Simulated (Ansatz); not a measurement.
BH4NO2 (`NB(O)O`), relaxed with RKS PBE0-D4/def2-TZVP in Ansatz 0.2.0 from a PBE-D4/def2-SVP geometry. The force threshold is 0.005 eV/Å; the program also tests the step.

The species carries charge 0 and has multiplicity 1.

Start:

```xyz
8

N     0.556   -0.471    0.912
B    -0.181    0.172   -0.122
O    -1.105    1.135    0.235
O    -0.027   -0.107   -1.474
H     1.245   -1.205    0.770
H     0.400   -0.233    1.890
H    -1.530    1.494   -0.562
H     0.643   -0.786   -1.649
```

Q: By how much does the energy fall, and how many steps does the optimiser take? (Estimate.)

A: Ansatz gave: 2.67 kJ/mol, in 6 steps.

Q: Which bonds change most? (Estimate.)

A: Ansatz gave: N1–H6 from 1.018 to 1.004 Å; N1–H5 from 1.016 to 1.002 Å; O4–H8 from 0.971 to 0.957 Å; O3–H7 from 0.973 to 0.959 Å.

Q: Give the relaxed structure. (Best estimate.)

A: Computed: 
```xyz
8

N     0.546   -0.471    0.910
B    -0.177    0.168   -0.120
O    -1.094    1.125    0.228
O    -0.016   -0.112   -1.460
H     1.237   -1.183    0.767
H     0.394   -0.232    1.872
H    -1.525    1.492   -0.546
H     0.635   -0.786   -1.651
```
